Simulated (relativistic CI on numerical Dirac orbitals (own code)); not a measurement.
Rh+ (4d8) in a crystal field

Calculated by Dirac-Coulomb-Breit CI, separate exchange-only KLI orbitals for each configuration, a model potential for QED, valence Slater integrals scaled by 0.65, one configuration in a parametric crystal field (own radial code).

Field parameters in Wybourne normalisation: D3d B²₀ = −7Dσ, B⁴₀ = −14Dq − 21Dτ, B⁴₃ = −14√(10/7) Dq; D4h B²₀ = −7Ds, B⁴₀ = 21(Dq − Dt), B⁴₄ = 21√(5/14) Dq; Oh B⁴₀ = 21Dq, B⁴₄ = √(5/14) B⁴₀; Td as Oh with Dq negative (B⁴₀ = 21Dq, B⁴₄ = √(5/14) B⁴₀). The field is a parameter set, without covalency.

S is read from ⟨S²⟩ = S(S + 1).

Powder χT (cm³ K mol⁻¹) by Van Vleck's formula, with temperature-independent terms:

| Field | 2 K | 5 K | 10 K | 20 K | 50 K | 100 K | 200 K | 300 K |
| --- | --- | --- | --- | --- | --- | --- | --- | --- |
| D3d, 10Dq = 13550, Dσ = -1120, Dτ = -160 cm⁻¹ | 0.208 | 0.519 | 0.925 | 1.22 | 1.33 | 1.35 | 1.37 | 1.38 |
| D4h, 10Dq = 9250, Ds = -960, Dt = 530 cm⁻¹ | 0.0665 | 0.166 | 0.332 | 0.663 | 1.36 | 1.67 | 1.78 | 1.83 |
| D4h, 10Dq = 9900, Ds = 600, Dt = -10 cm⁻¹ | 1.35 | 1.41 | 1.42 | 1.43 | 1.43 | 1.44 | 1.46 | 1.49 |
| Oh, 10Dq = 11500 cm⁻¹ | 1.37 | 1.37 | 1.37 | 1.37 | 1.38 | 1.39 | 1.4 | 1.42 |
| Oh, 10Dq = 13450 cm⁻¹ | 1.32 | 1.32 | 1.32 | 1.32 | 1.32 | 1.33 | 1.35 | 1.36 |
| Oh, 10Dq = 17350 cm⁻¹ | 1.25 | 1.25 | 1.25 | 1.25 | 1.25 | 1.26 | 1.27 | 1.28 |
| Td, 10Dq = -9300 cm⁻¹ | 0.0135 | 0.0337 | 0.0675 | 0.135 | 0.337 | 0.674 | 1.32 | 1.79 |
| Td, 10Dq = -10500 cm⁻¹ | 0.013 | 0.0326 | 0.0652 | 0.13 | 0.326 | 0.652 | 1.27 | 1.74 |

Question: For Oh, 10Dq = 13450 cm⁻¹: what effective moment follows at 300 K?

Answer: μ_eff = √(8χT) = 3.30 μB. The ground level has S = 1.00; the spin-only moment for S = 1 is 2.83 μB. The difference comes from the orbital moment, spin-orbit mixing of terms and temperature-independent paramagnetism, all larger in this ionic model than in covalent complexes.
